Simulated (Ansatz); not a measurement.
`BN1C[SiH2]1` + `BCC(C)C` → `BCC(B)C` + `CN1C[SiH2]1`  (redistribution)

Gas-phase electronic energies from Ansatz, PBE0-D4/def2-TZVP geometries. CBS: MP2 limit from def2 TZ/QZ plus the TZ coupled-cluster correction, frozen cores. DFT in def2-TZVPP. B3LYP here is the variant with VWN-RPA as its local correlation; programs differ in this. Each species was taken in one conformer, which may not be the lowest.

```csv
level,ΔE (kJ/mol)
PBE-D4,138.4
PBE0-D4,146.3
B3LYP-D4,172.0
B3LYP,175.9
HF/def2-TZVPP,217.8
CCSD(T)/def2-TZVPP,162.9
HF/CBS(def2),217.0
CCSD/CBS(def2),170.8
```

What does CCSD(T)/CBS give? (Best estimate.)

The calculation gave: +161.4 kJ/mol. The listed levels differ from it by -23.0, -15.1, 10.6, 14.5, 56.4, 1.5, 55.6, 9.4 kJ/mol.

Largest T1 diagnostic among the species: 0.014.

In def2-TZVPP, CCSD(T) changes the Hartree–Fock value by −54.9 kJ/mol (the triples alone add −9.4 kJ/mol) and MP2 by −64.2 kJ/mol. From PBE to PBE0 (25 % exact exchange), in def2-TZVPP and without D4, ΔE moves by +7.4 kJ/mol.
